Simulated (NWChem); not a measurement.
## Correlation energy of Zn

SMILES: [Zn]
```xyz
1

Zn     0.0000     0.0000     0.0000
```
Charge 0, spin multiplicity 1.

Everything below was run with NWChem.

Basis set: def2-TZVP. Each correlation energy counts from its own Hartree-Fock reference.

The correlated methods keep 9 core orbitals frozen. No row is a measurement; the coupled-cluster row has its own basis-set and correlation limits.

Q: Order these methods by the correlation energy they give, lowest first: MP2, SCS-MP2, CR-CCSD[T], CR-CCSD(T).

A: MP2 (-403.7 mHa), CR-CCSD[T] (-383.5 mHa), CR-CCSD(T) (-382.4 mHa), SCS-MP2 (-359.8 mHa)
